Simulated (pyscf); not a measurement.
## `[SiH3][O][GeH3]`, singlet

Gas-phase minimum from PySCF at ωB97X-D3(BJ)/def2-SVP, one conformer. 

```xyz
9

Si    -0.7835    -0.3992     0.3646
O      0.3065     0.5404    -0.4552
Ge     0.4107     1.0886    -2.1431
H     -0.3566    -0.4932     1.7870
H     -0.8492    -1.7730    -0.2220
H     -2.1536     0.1966     0.2992
H      1.6613     1.9678    -2.2295
H     -0.8625     1.8845    -2.4755
H      0.5268    -0.1476    -3.0501
```
Charge 0, spin multiplicity 1.

Bonds (Å): Si1–O2 1.656, Si1–H4 1.488, Si1–H5 1.495, Si1–H6 1.495, O2–Ge3 1.778, Ge3–H7 1.531, Ge3–H8 1.538, Ge3–H9 1.538. Bond angles (°): O2–Si1–H4 108.7, O2–Si1–H5 110.9, O2–Si1–H6 110.8, H4–Si1–H5 109.2, H4–Si1–H6 109.3, H5–Si1–H6 108.0, Si1–O2–Ge3 133.1, O2–Ge3–H7 106.2, O2–Ge3–H8 108.4, O2–Ge3–H9 108.5, H7–Ge3–H8 111.5, H7–Ge3–H9 111.5, H8–Ge3–H9 110.6.

Properties at ωB97X-D3(BJ)/def2-SVP:

Harmonic wavenumbers, unscaled: 42, 67, 114, 539, 653, 658, 743, 759, 876, 891, 896, 965, 974, 1017, 1040, 2187, 2192, 2222, 2232, 2242, 2278 cm⁻¹
Zero-point energy: 33.7 kcal/mol
Rotational symmetry number: 1
Entropy of this conformer at 298 K and 1 atm, rigid rotor and harmonic oscillator, modes under 100 cm⁻¹ raised to 100: 328.4 J/(mol K)
Dipole moment: 1.22 D

Single-point totals, which compare only within one level (frozen core for MP2 and CC):

```json
[
 {"level": "ωB97X-D3(BJ)/def2-TZVP", "total energy (hartree)": "-2445.41748"},
 {"level": "PBE/def2-TZVP", "total energy (hartree)": "-2444.84863"},
 {"level": "r²SCAN/def2-TZVP", "total energy (hartree)": "-2445.33755"},
 {"level": "B3LYP-D3(BJ)/def2-TZVP", "total energy (hartree)": "-2445.50097"},
 {"level": "PBE0-D3(BJ)/def2-TZVP", "total energy (hartree)": "-2444.94510"},
 {"level": "M06-2X/def2-TZVP", "total energy (hartree)": "-2445.36133"},
 {"level": "ωB97M-D3(BJ)/def2-TZVP", "total energy (hartree)": "-2445.48974"},
 {"level": "HF/def2-TZVPP", "total energy (hartree)": "-2442.75961"},
 {"level": "MP2/def2-TZVPP", "total energy (hartree)": "-2443.38796"},
 {"level": "CCSD/def2-TZVPP", "total energy (hartree)": "-2443.42128"},
 {"level": "CCSD(T)/def2-TZVPP", "total energy (hartree)": "-2443.44311"}
]
```

The lowest mode is so soft that the shape along it may change with the basis. Soft torsions are taken as harmonic, which can shift the entropy by several J/(mol K). The CCSD(T) − MP2 part came from Ansatz, without density fitting, on the same reference. The frozen core leaves the outer d or s,p core shells of the metals and heavy elements correlated in the MP2 and CC values, and def2-TZVPP describes them poorly, so these totals are far from the basis limit. Elements up to Kr have no core potential and no relativistic terms here.
